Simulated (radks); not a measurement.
Values are calculated unless marked as measured or tabulated.
How relativity changes the ionisation of the rubidium ion Rb3+ ([Ar] 3d10 4s2 4p4) to Rb4+ ([Ar] 3d10 4s2 4p3). Spin-unpolarised spherical Kohn-Sham, PBE, point nucleus unless stated (finite: rms radius 4.2036 fm), a radial shooting solver on a logarithmic mesh with Libxc functionals. A level marked "c x" has the speed of light scaled by that factor and shares open shells by 2j + 1; other Dirac levels either fill j = l - 1/2 first or share by 2j + 1.

| level | E(Rb3+) (hartree) | E(Rb4+) (hartree) | IE (eV) | HOMO | <r> HOMO (bohr) |
|---|---|---|---|---|---|
| non-rel. | -2937.08311 | -2935.11943 | 53.434 | 4p | 1.580 |
| scalar-rel. | -2978.55335 | -2976.58472 | 53.569 | 4p | 1.573 |
| scalar-rel., finite nucleus | -2978.52591 | -2976.55727 | 53.569 | 4p | 1.573 |
| Dirac, 2j+1 shares | -2978.80879 | -2976.83968 | 53.582 | 4p3/2 | 1.582 |
| Dirac, low j first | -2978.83517 | -2976.88300 | 53.121 | 4p3/2 | 1.582 |
| Dirac, 2j+1 shares, finite nucleus | -2978.78131 | -2976.81220 | 53.582 | 4p3/2 | 1.582 |
| Dirac, c x 0.75 | -3013.47899 | -3011.50530 | 53.707 | 4p3/2 | 1.583 |
| Dirac, c x 3 | -2941.57317 | -2939.60891 | 53.450 | 4p3/2 | 1.580 |
| Dirac, c x 5 | -2938.69551 | -2936.73162 | 53.440 | 4p3/2 | 1.580 |

NIST Atomic Spectra Database: 52.2 eV (semi-empirical). The relativistic part of the total energy of Rb3+ is -41.7 hartree (Dirac, 2j+1 shares, finite nucleus), 1.4 % of the non-relativistic value. Spin polarisation and multiplet splitting of open shells are left out at every level.

Beside tabulated values, note that relativity, absent from the non-relativistic runs, is large for the heavy elements, and spin-unpolarised runs miss the spin-polarisation part of the exchange energy of open shells.
